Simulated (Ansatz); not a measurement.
C₂H₆BN, SMILES `[BH3-][N+]#CC`. Total charge 0; spin multiplicity 1.

```xyz
10

B    -1.369    1.096    1.124
N    -0.360    0.287    0.295
C     0.390   -0.314   -0.322
C     1.340   -1.073   -1.100
H    -2.253    1.405    0.355
H    -1.745    0.351    2.001
H    -0.755    2.051    1.546
H     2.231   -0.471   -1.286
H     1.626   -1.976   -0.558
H     0.895   -1.356   -2.055
```

**Question.** What are the harmonic wavenumbers in cm⁻¹ at PBE0-D4/def2-TZVP (Ansatz, finite differences of forces, unscaled)? (Estimate.)

**Answer.** The calculation gave: 34, 174, 174, 425, 425, 605, 907, 907, 1023, 1047, 1047, 1146, 1147, 1147, 1401, 1457, 1457, 2440, 2465, 2513, 2513, 3067, 3149, 3149.

**Question.** Is this a minimum?

**Answer.** Yes, all 24 modes are real.

**Question.** Give the ideal-gas thermochemistry at 298.15 K and 1 bar (rigid rotor, harmonic oscillator; point group C3, symmetry number 3).

**Answer.** Zero-point energy 202.3 kJ/mol; H(298) − E = 220.3 kJ/mol; entropy 303.4 J/(mol·K), of which translation 158.8, rotation 89.0, vibration 55.6; G(298) − E = 129.8 kJ/mol. Modes under 100 cm⁻¹ are hindered rotations or soft bends, so the harmonic entropy is rough.
